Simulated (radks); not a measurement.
Q: All-electron atom: Ta17.1+ in [Kr] 4d(up 5, down 4.9) 4f10 (fractional occupations, a model configuration). Calculated with a radial shooting solver on a logarithmic mesh with Libxc functionals: scalar-relativistic Kohn-Sham, r2SCAN, spin-polarised, spherical densities, finite nucleus; open shells are filled with parallel spins first (spin-orbit coupling, left out, can overturn this in heavy ions); meta-GGA in the generalised Kohn-Sham scheme; Fermi nuclear charge, rms radius 5.3507 fm. Some entries of the table are withheld. Estimate them.

orbital  occ.  eigenvalue (hartree)  <r^2> (bohr^2)  <r> (bohr)
1s down     1             -2493.379       0.0004789     0.01867
1s up       1             -2493.379       0.0004789     0.01867
2s up       1             -441.7141        0.007373     0.07894
2s down     1             -441.7090        0.007373     0.07893
2p up       3             -388.8740        0.006085     0.07057
2p down     3             -388.8696        0.006084     0.07056
3s up       1             -113.0599         0.04783      0.2045
3s down     1             -112.9182         0.04775      0.2044
3p up       3             -97.26403         0.04855      0.2046
3p down     3             -97.12157         0.04846      0.2044
3d up       5             -78.79539         0.04036      0.1856
3d down     5             -78.68507         0.04026      0.1854
4s up       1             -34.71895             (1)      0.4530
4s down     1             -34.46659             (2)      0.4535
4p up       3             -29.42532          0.2588      0.4778
4p down     3             -29.18086          0.2595      0.4785
4d up       5             -22.61177          0.2899      0.5022
4d down   4.9             -22.36826          0.2912      0.5033
4f up       7             -14.98564          0.3270         (3)
4f down     3             -14.73190          0.3315         (4)

A: 
(1) 4s up <r^2> (bohr^2): 0.2311
(2) 4s down <r^2> (bohr^2): 0.2316
(3) 4f up <r> (bohr): 0.5272
(4) 4f down <r> (bohr): 0.5304
